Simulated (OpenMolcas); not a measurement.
Ge2+: effect of the active space

```json
{
 "Program": "OpenMolcas 26.06",
 "Method": "CASSCF or its RAS form",
 "Basis": "ANO-RCC-VTZP",
 "Scalar Hamiltonian": "DKH2, point nucleus",
 "Spin-orbit coupling": "RASSI with atomic mean-field integrals over the reference wave functions, term energies averaged over their components"
}
```

A. 2 electrons in 4 orbitals (4s 4p); 2S+1 = 3 even, 3 roots; 2S+1 = 1 even, 7 roots; 2S+1 = 3 odd, 3 roots; 2S+1 = 1 odd, 3 roots; cost about 7 core-seconds
B. 2 electrons in 8 orbitals (4s 4p 5s 5p); 2S+1 = 3 even, 3 roots; 2S+1 = 1 even, 7 roots; 2S+1 = 3 odd, 3 roots; 2S+1 = 1 odd, 3 roots; cost of the order of 13 core-seconds
C. 2 electrons in 9 orbitals (RAS2 4s 4p; RAS3 4d, at most 2 electrons); 2S+1 = 3 even, 3 roots; 2S+1 = 1 even, 7 roots; 2S+1 = 3 odd, 3 roots; 2S+1 = 1 odd, 3 roots; cost roughly 14 core-seconds

Energies in cm-1 above 4s2 1S0, the measured ground level; measured values from Sugar and Musgrove, J. Phys. Chem. Ref. Data 22, 1213 (1993).

```json
{"Level": "4s2 1S0", "A": "0.0", "B": "0.0", "C": "0.0", "Measured": "0.0"}
{"Level": "4s 4p 3P* 0", "A": "58094", "B": "59103", "C": "57421", "Measured": "61734"}
{"Level": "4s 4p 3P* 1", "A": "58753", "B": "59761", "C": "58074", "Measured": "62500"}
{"Level": "4s 4p 3P* 2", "A": "60123", "B": "61132", "C": "59444", "Measured": "64144"}
{"Level": "4s 4p 1P* 1", "A": "98492", "B": "99272", "C": "92171", "Measured": "91873"}
```

Deviations, from unrounded energies. A percentage is the sum of absolute deviations over the sum of measured energies, with the sign that they share, or ± where signs differ.

```tsv
Against measurement	Levels	A	B	C
mean absolute deviation (cm-1)	4	4500	3900	3400
other configurations (%)	4	±6.4	±5.6	±4.9
```

C lies closest to measurement on these levels and A furthest from it. The largest miss of C in the table is 4s 4p 3P* 2, by -4700 cm-1. The ranking rests on the paired levels alone, and a cruder setting can come out closer through cancelling errors.

Among A to C the level of the table that moves most is 4s 4p 1P* 1, by 7100 cm-1 (lowest in C, highest in B).

The run also gave levels led by 4s 5s, which use shells meant for correlation; these and all levels above them are left out (holds for B). Active for correlation alone: 4d; no level in the range computed is led by a configuration that fills it, so any true level of that kind is missing (holds for C). Measured partners are found by configuration, term and J. A level has none where our copy of the source lacks it or the pairing is in doubt (some pairs that miss far off the trend of their configuration count as doubtful), and it then counts in no deviation. Only configurations of the active space appear. The table leaves out levels that lie high or whose names do not pair safely across all columns.

* marks odd parity.
